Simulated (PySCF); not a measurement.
An unknown is described by computed data only.

Formula: C2H3F2NOSi.

| Property | Result |
| --- | --- |
| UV, first state | lowest singlet excitation: 7.40 eV (168 nm, f = 0.000) [TDDFT CAM-B3LYP/def2-SVPD] |
| Polarisability | 55.5 au [CAM-B3LYP/def2-SVPD] |
| 13C NMR | chemical shifts (computed TMS as zero) by class: 123.3 (1 C), -4.5 (1 C) ppm [GIAO PBE0/pcSseg-1] |
| 1H NMR | chemical shifts (computed TMS as zero) by class: 0.38 (3 H) ppm [GIAO PBE0/pcSseg-1] |
| XPS | Si2p3/2 109.6, C1s 291.3, C1s 295.7, N1s 406.1, O1s 540.0, F1s 692.9 (×2), Si1s 1849.9 eV [ΔSCF SCAN, pcX-2 on the ionised atom, pcseg-1 elsewhere, spin-free X2C, 2p3/2 from a spin–orbit splitting computed afterwards within the 2p shell] |
| Rotational structure | rotational constants A, B, C: 3.665, 1.213, 1.188 GHz [PBE0-D3(BJ)/def2-SVP] |
| Triplet | lowest triplet excitation (Tamm–Dancoff): 6.70 eV [TDA CAM-B3LYP/def2-SVPD] |
| NMR, other nuclei | isotropic shieldings of nuclei other than C and H, by class: 217 (1 N), 191 (1 O), 311 (2 F), 402 (1 Si) ppm [GIAO PBE0/pcSseg-1] |

Electronic properties: PySCF, gas phase, density fitting. Levels stand in brackets. Isolated species at its PBE0-D3(BJ)/def2-SVP geometry, gas phase. NMR values are class means; diastereotopic atoms form classes of their own.

Problem. Give a SMILES that accounts for the data.

Solution. Numbering: `[CH3:1][Si:2]([F:3])([F:4])[N:5]=[C:6]=[O:7]`. Its formula, C2H3F2NOSi, gives 2 degrees of unsaturation: 0 rings and 2 π bonds in the structure found. 2 carbons fall into 2 classes; from least to most shielded: isocyanate carbon [C6] (123.3 ppm), Si-methyl carbon [C1] (-4.5 ppm). All hydrogens form one class (0.38 ppm): methyl hydrogen. The other shieldings belong to: 217 ppm, isocyanate nitrogen [N5]; 191 ppm, oxygen bonded to C [O7]; 311 ppm, silicon-bound fluorine [F3/F4]; 402 ppm, fluorine-bound silicon [Si2]. The core levels belong to: Si2p3/2 109.6 eV, fluorine-bound silicon [Si2]; C1s 291.3 eV, Si-methyl carbon [C1]; C1s 295.7 eV, isocyanate carbon [C6]; N1s 406.1 eV, isocyanate nitrogen [N5]; O1s 540.0 eV, oxygen bonded to C [O7]; F1s 692.9 eV, silicon-bound fluorine [F3/F4]; Si1s 1849.9 eV, fluorine-bound silicon [Si2]. One atom of each topological class was ionised and stands for its class. By its constants the optimised geometry is a nearly prolate symmetric top. Structure: `C[Si](F)(F)N=C=O` (methyldifluoroisocyanate silane). The assignments are read from this structure; whether some other isomer fits the data as well wasn't checked.
